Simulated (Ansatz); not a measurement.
# Worked example: C2H4ClIn + Cd(CH3)F → C2H4FIn + Cd(CH3)Cl

Species: C2H4ClIn `C=[CH][InH][Cl]`, singlet; Cd(CH3)F, singlet; C2H4FIn `C=[CH][InH][F]`, singlet; Cd(CH3)Cl, singlet. The partners trade Cl for F: In–Cl and Cd–F bonds give way to In–F and Cd–Cl.

Shapes, held fixed at every level: PBE0-D4/def2-TZVP. Flexible molecules stand in one conformer, not always the lowest. Programs: Ansatz 0.2.0. Electronic energies: no zero-point or thermal term.

At CCSD(T)/def2-TZVPP; 1 Eh = 2625.50 kJ/mol:

| species | energy (Eh) |
| --- | --- |
| C2H4ClIn | -727.697304 |
| Cd(CH3)F | -307.155765 |
| C2H4FIn | -367.688921 |
| Cd(CH3)Cl | -667.173143 |

Work out ΔE of the reaction at this level.


1. Products less reactants: (-367.688921) + (-667.173143) − [(-727.697304) + (-307.155765)] = -0.008995 Eh = -23.6 kJ/mol.

Other levels give -26.0 (CCSD/def2-SVP) to -22.4 kJ/mol (B3LYP-D4/def2-TZVPP). No measured value is set beside it here. For atoms past krypton def2 sets carry core potentials with scalar relativity. Outer-core shells of Cd, In are correlated, in sets that cover them unevenly.
